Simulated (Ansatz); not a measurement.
System: CH5N2S, charge 1, singlet. CH5N2S+ (SMILES NC([NH3+])=S).
B3LYP-D3(BJ)/def2-TZVP minimum from Ansatz (a program for electronic structure):
```
C
N 1 1.3332
H 2 1.0086 1 124.92
H 2 1.0100 3 117.07 1 -180.00
N 1 1.5410 2 110.14 3 0.00
H 5 1.0249 1 106.14 2 -180.00
H 5 1.0264 6 108.60 1 120.87
H 5 1.0264 6 108.60 7 118.27
S 1 1.6060 2 132.09 3 180.00
```
Charge +1, spin multiplicity 1.

Total energies in cc-pV(D+d)Z, 24 correlated electrons, 8 frozen orbitals. Radicals and triplets start from unrestricted determinants; spin-orbit coupling is neglected. Correlated methods leave the cores frozen. No relativity.

```
method    program  energy (Eh)  minus CCSDT(Q) (mEh)
--------  -------  -----------  --------------------
HF         Ansatz   -546.97236                671.08
MP2        Ansatz   -547.58278                 60.65
CCSD       Ansatz   -547.61730                 26.14
CCSD(T)    Ansatz   -547.64059                  2.85
CCSDT(Q)   Ansatz   -547.64344                  0.00
```

Rough core times of Ansatz's runs on a shared machine: CCSD(T) under 20 s, CCSDT(Q) 20 min.
